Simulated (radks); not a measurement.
Results of a calculation; reference values are marked as such.
Q: All-electron atom: Gd I in [Xe] 4f7 5d1 6s2. Level of theory: scalar-relativistic Kohn-Sham, PBE, spin-polarised, spherical densities, point nucleus; open shells are filled with parallel spins first (spin-orbit coupling, left out, can overturn this in heavy ions) (a radial shooting solver on a logarithmic mesh with Libxc functionals). Some entries of the table are withheld. Estimate them.

orbital,occ.,eigenvalue (eV),r(max) (bohr),<r^2> (bohr^2)
1s down,1,-50103.85,0.01392,0.0006547
1s up,1,-50103.85,0.01392,0.0006547
2s up,1,-8271.814,0.07900,0.01027
2s down,1,-8271.740,0.07900,0.01027
2p up,3,-7360.380,0.06395,0.008282
2p down,3,-7360.327,0.06395,0.008282
3s up,1,-1834.058,0.2243,0.06829
3s down,1,-1831.438,0.2242,0.06816
3p up,3,-1551.750,0.2201,0.06849
3p down,3,-1549.140,0.2200,0.06834
3d up,5,-1179.008,0.1801,0.05756
3d down,5,-1176.998,0.1800,0.05739
4s up,1,-371.2635,0.5157,0.3450
4s down,1,-365.1209,0.5155,0.3450
4p up,3,-278.2269,0.5382,0.3895
4p down,3,-272.1283,0.5380,0.3897
4d up,5,-149.5711,0.5591,0.4689
4d down,5,-143.5289,0.5588,0.4708
5s up,1,-50.9006,1.192,1.977
5s down,1,-47.4974,1.205,2.040
5p up,3,-28.1770,1.348,2.730
5p down,3,-25.5238,1.369,2.857
4f up,7,-10.4472,0.5667,0.9520
4f down,0,-5.0244,0.5694,1.119
6s up,1,(1),3.341,17.48
6s down,1,(2),3.493,19.36
5d up,1,-2.9543,1.927,9.255
5d down,0,-1.8230,2.037,12.22

A: 
(1) 6s up eigenvalue (eV): -4.3460
(2) 6s down eigenvalue (eV): -3.7563
